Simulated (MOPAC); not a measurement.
Input file for MOPAC: AM1 on SO-, 2S+1 = 2, a spin state set in the input, which need not be the lowest, a point of a bond scan (R = 1.623 Å). Charge -1.

```
AM1 1SCF PRECISE CHARGE=-1 UHF MS=0.5 THREADS=1
OS

O      0.00000000 1     0.00000000 1     0.00000000 1
S      0.00000000 1     0.00000000 1     1.62305800 1
```

Output:

```
*******************************************************************************
 **                                                                           **
 **                              MOPAC v23.2.5                                **
 **                                                                           **
 *******************************************************************************
 ** MOPAC's Digital Object Identifier: https://doi.org/10.5281/zenodo.6511958 **
 **                                                                           **
 ** Please cite the open-source release paper for use of this MOPAC version:  **
 ** J. E. Moussa and J. J. P. Stewart (2026)                                  **
 ** MOPAC: An open-source semiempirical molecular orbital program             **
 ** J. Open Source Softw., 11(119), 8025, https://doi.org/10.21105/joss.08025 **
 *******************************************************************************

                              AM1 CALCULATION RESULTS

 *******************************************************************************
 *  AM1        - The AM1 Hamiltonian to be used
 *  UHF        - UNRESTRICTED HARTREE-FOCK CALCULATION
 *
 *
 *
 *                 CHARGE ON SYSTEM = -1
 *
 *
 *
 *  MS=        - IN MECI, MAGNETIC COMPONENT OF SPIN =  0.5
 *  PRECISE    - TIGHTER CRITERIA TO BE USED
 *  1SCF       - DO 1 SCF AND THEN STOP
 *  THREADS=1  - MULTI-THREADING NOT USED
 *  T=         - A TIME OF 172800.0 SECONDS REQUESTED
 *  DUMP=N     - RESTART FILE WRITTEN EVERY 7200.0 SECONDS REQUESTED
 *******************************************************************************
AM1 1SCF PRECISE CHARGE=-1 UHF MS=0.5 THREADS=1
 OS

   ATOM   CHEMICAL          X               Y               Z
  NUMBER   SYMBOL      (ANGSTROMS)     (ANGSTROMS)     (ANGSTROMS)

     1       O          0.00000000  *   0.00000000  *   0.00000000  *
     2       S          0.00000000  *   0.00000000  *   1.62305800  *



          CARTESIAN COORDINATES

    NO.       ATOM           X           Y           Z

     1         O          0.0000      0.0000      0.0000
     2         S          0.0000      0.0000      1.6231

  O: (AM1): M.J.S. DEWAR ET AL, J. AM. CHEM. SOC. 107 3902-3909 (1985)
  S: (AM1): M.J.S. DEWAR, Y-C YUAN, INORGANIC CHEMISTRY, 29, 3881:3890,  (1990)

           Empirical Formula: O S  =     2 atoms



      MOLECULAR POINT GROUP   :   C*v


          UHF CALCULATION, NO. OF ALPHA ELECTRONS =    7
                           NO. OF BETA  ELECTRONS =    6

 -------------------------------------------------------------------------------
 AM1 1SCF PRECISE CHARGE=-1 UHF MS=0.5 THREADS=1
 OS



     1SCF WAS SPECIFIED, SO BFGS WAS NOT USED
     SCF FIELD WAS ACHIEVED


                              AM1 CALCULATION
                                                       MOPAC v23.2.5 Linux




          FINAL HEAT OF FORMATION =        -31.90632 KCAL/MOL =    -133.49605 KJ/MOL


          COSMO AREA              =         68.67 SQUARE ANGSTROMS
          COSMO VOLUME            =         51.59 CUBIC ANGSTROMS

          IONIZATION POTENTIAL    =          1.497949 EV
          ALPHA SOMO LUMO (EV)    =         -2.047  8.716
          BETA  SOMO LUMO (EV)    =         -1.498  6.256
          NO. OF ALPHA ELECTRONS  =          7
          NO. OF BETA  ELECTRONS  =          6
          MOLECULAR WEIGHT        =         48.0594         POINT GROUP:  C*v

          MOLECULAR DIMENSIONS (Angstroms)

            Atom       Atom       Distance
            S     2    O     1     1.62306
            S     2    O     1     0.00000
            O     1    S     2     0.00000


          SCF CALCULATIONS        =          1





   ATOM   CHEMICAL          X               Y               Z
  NUMBER   SYMBOL      (ANGSTROMS)     (ANGSTROMS)     (ANGSTROMS)

     1       O          0.00000000  *   0.00000000  *   0.00000000  *
     2       S          0.00000000  *   0.00000000  *   1.62305800  *

                             CARTESIAN COORDINATES

   1    O        0.000000000     0.000000000     0.000000000
   2    S        0.000000000     0.000000000     1.623058000


           Empirical Formula: O S  =     2 atoms



      MOLECULAR POINT GROUP   :   C*v


          ALPHA EIGENVALUES
 -27.68263 -11.52807  -7.88152  -6.98926  -6.70375  -3.07684  -2.04708   8.71636


           BETA EIGENVALUES
 -25.96082 -10.58045  -6.55561  -5.95658  -4.79678  -1.49795   6.25562   9.41448


              NET ATOMIC CHARGES AND DIPOLE CONTRIBUTIONS

  ATOM NO.   TYPE          CHARGE      No. of ELECS.   s-Pop       p-Pop
    1          O          -0.497816        6.4978     1.94914     4.54867
    2          S          -0.502184        6.5022     1.89712     4.60507
 DIPOLE           X         Y         Z       TOTAL
 POINT-CHG.     0.000     0.000     1.286     1.286
 HYBRID        -0.000     0.000    -0.855     0.855
 SUM           -0.000     0.000     0.431     0.431


          ATOMIC ORBITAL ELECTRON POPULATIONS

     Atom    s        px        py        pz
    1  O   1.94914   2.00000   1.47847   1.07020
    2  S   1.89712   2.00000   1.52153   1.08354


                    (SZ)    =    0.500000
                    (S**2)  =    0.751280


          ATOMIC ORBITAL SPIN POPULATIONS

    Atom   Total    s     px     py     pz
         Atomic
    1  O  0.5020  0.007  0.000  0.522 -0.026
    2  S  0.4980  0.009  0.000  0.478  0.011

 **********************
 *                    *
 * JOB ENDED NORMALLY *
 *                    *
 **********************




 == MOPAC DONE ==
```

The run finished.

Cost: around 0.010 core-seconds (rough).
